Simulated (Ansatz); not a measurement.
CH6O3Si, SMILES `CO[SiH](O)O`. Charge 0, multiplicity 1.

```xyz
11

C    -1.135   -0.969   -0.917
O    -0.787    0.153   -0.137
Si    0.753    0.557    0.241
O     1.513   -0.521    1.200
O     0.651    1.985    1.027
H    -0.546   -1.019   -1.840
H    -0.987   -1.899   -0.359
H    -2.190   -0.886   -1.185
H     1.569    0.605   -0.989
H     1.275   -0.533    2.129
H    -0.116    2.525    0.831
```

(1) Give the diagnostics of a CCSD(T)/def2-TZVPP run (frozen core, the Gaussian-basis code of Ansatz). (An estimate is asked.)

Answers

(1) Ansatz gave: T1 = 0.0113, largest single amplitude 0.010, largest double 0.014, (T) share of the correlation energy 3.4 %, 9 CCSD cycles. The RHF solution is stable towards an unrestricted one. T1 lies under the customary mark of 0.02 for closed shells.
